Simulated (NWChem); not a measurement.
Molecule: C₃H₃F₃; SMILES F[C@H]1CC1(F)F

Q: Give the equilibrium geometry at PBE0/def2-SVP (NWChem) as a list of bonds and angles, with the point group.

A: point group C1; any orientation.
Bonds (Å): F1–C2 1.347, C2–C3 1.519, C2–C4 1.480, C2–H7 1.096, C3–C4 1.484, C3–H8 1.093, C3–H9 1.094, C4–F5 1.332, C4–F6 1.337. Angles (°): F1–C2–C3 118.0, F1–C2–C4 118.5, F1–C2–H7 113.6, C3–C2–C4 59.3, C3–C2–H7 118.7, C4–C2–H7 118.5, C2–C3–C4 59.1, C2–C3–H8 118.5, C2–C3–H9 115.5, C4–C3–H8 119.4, C4–C3–H9 115.6, H8–C3–H9 116.5, C2–C4–C3 61.7, C2–C4–F5 119.1, C2–C4–F6 119.0, C3–C4–F5 119.1, C3–C4–F6 119.5, F5–C4–F6 110.8.
